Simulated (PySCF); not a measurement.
# W²⁺: ionisation energy

W²⁺ [Xe] 4f14 5d4 (5D) → W³⁺ [Xe] 4f14 5d3 (4F), as a difference of total energies. Computed with PySCF 2.14 in def2-TZVP with the def2 core potential (60 electrons) (6s4p3d1f, 40 functions), with a scalar-relativistic core potential. Correlated levels: valence: 5s2 5p6 frozen. The calculations carry no spin-orbit coupling.

```tsv
method	ionisation energy (eV)
UHF	24.707
MN15	25.761
BP86	25.999
MP2 (valence)	25.073
SCS-MP2 (valence)	24.829
```

How much does correlation contribute at MP2 (valence)?

25.073 − (24.707) = 0.366 eV, measured against UHF.

The reference lies between the lowest fine-structure levels, while these numbers refer to the centres of the terms.

Errors of the correlated levels include the incompleteness of this basis and the frozen core.

For comparison: 26 ± 0.4 eV (semi-empirical (NIST evaluation); NIST Atomic Spectra Database, ionization energies).
